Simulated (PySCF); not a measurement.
B3LYP has the VWN-RPA correlation part, as in Gaussian. 

## H₃O₃Si, SMILES `O[Si](O)O` (charge 0, multiplicity 2)

These are PySCF with B3LYP-D3(BJ)/def2-TZVP // PBE0-D4/def2-TZVP values and carry that method's errors.

* **highest occupied spin orbital**: -5.67 eV
* **dipole moment**: 1.02 D
* **total energy**: -517.2112 Ha
* **cost**: very roughly 3 core-minutes

```xyz
7

O     -0.1799     1.5957    -0.2365
Si    -0.0107    -0.0214    -0.4306
O     -1.2885    -0.7130     0.3350
O      1.3402    -0.6478     0.2751
H     -0.8436     1.8794     0.3984
H     -1.1988    -1.6400     0.5651
H      2.1813    -0.4528    -0.1424
```
Charge 0, spin multiplicity 2.
